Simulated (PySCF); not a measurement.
# Working out the excitation energy of N²⁺

N²⁺ [He] 2s2 2p1 (2P) → N²⁺ [He] 2s2 3s1 (2S). All numbers are calculated (PySCF 2.14, the spin-free X2C one-electron Hamiltonian (Gaussian nucleus), in x2c-TZVPPall with one added diffuse shell each of s, p, d type (6s4p3d1f, 40 functions)). Frozen: 1s2. Energies in hartree (1 hartree = 27.21139 eV):

| part | N²⁺ (lower) | N²⁺ (upper) |
| --- | --- | --- |
| UHF | -52.848345 | -51.832779 |
| CCSD correlation | -0.082459 | -0.093940 |
| (T) | -0.001019 | -0.001857 |

**Question.** What does Hartree-Fock give?

**Answer.** (-51.832779) − (-52.848345) = 1.015566 hartree = 27.635 eV.

**Question.** What do CCSD and CCSD(T) give?

**Answer.** The CCSD correlation energies differ by -0.011481 hartree = -0.312 eV and the triples by -0.000838 hartree = -0.023 eV, so CCSD gives 27.323 eV and CCSD(T) 27.300 eV.
